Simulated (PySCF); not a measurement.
Q: Write Cartesian coordinates for InChI=1S/C4H8F4Ge/c1-3(2-5)9-4(6,7)8/h3H,2,9H2,1H3/t3-/m1/s1 as optimised with PBE0-D3(BJ)/def2-SVP.

A: 
```
atom  x, y, z in Å
C1    -0.8361    1.5544    0.5404
C2    -0.7503    0.4853   -0.5449
C3    -1.5772   -0.7342   -0.1865
F4    -1.3959   -1.7318   -1.1160
Ge5    1.1163   -0.0128   -0.9362
C6     1.8302   -0.9851    0.6604
F7     1.7188   -0.2426    1.7779
F8     3.1217   -1.3105    0.5327
F9     1.1553   -2.1236    0.8860
H10   -1.8838    1.8376    0.7360
H11   -0.4010    1.2046    1.4890
H12   -0.2992    2.4683    0.2473
H13   -1.1413    0.8935   -1.4936
H14   -2.6523   -0.4807   -0.1599
H15   -1.2921   -1.1259    0.8053
H16    1.9791    1.2519   -1.0830
H17    1.2893   -0.9364   -2.1457
```

Any rigid rotation of these coordinates is as good. Atoms count from 1 in this order. Ge5 (germanium bonded to 2 C and 2 H) is distorted tetrahedral (angles from 106.0° to 114.6°). The 2 C–Ge bonds span 1.971 Å (C2–Ge5, drawn single) to 2.001 Å (Ge5–C6, drawn single), a spread of 0.030 Å. Of the pairs four or more bonds apart, F7···H11 is among the closest relative to their van der Waals radii: 2.58 Å, 97 % of the sum of Bondi's values. The C–F distances run from 1.338 Å (C6–F8, drawn single) to 1.376 Å (C3–F4, drawn single), a spread of 0.038 Å.

Bonds between heavy atoms (Å): C1–C2 1.526, C2–C3 1.516, C3–F4 1.376, C2–Ge5 1.971, Ge5–C6 2.001, C6–F7 1.346, C6–F8 1.338, C6–F9 1.343.

Computed, not measured: PySCF, PBE0-D3(BJ)/def2-SVP geometry optimisation, gas phase.

Point group: C1 (no symmetry element, even within 0.4 Å). No frequency check. The numbers are those of one conformer (C1–C2–C3–F4 -175°, C1–C2–Ge5–C6 69°).
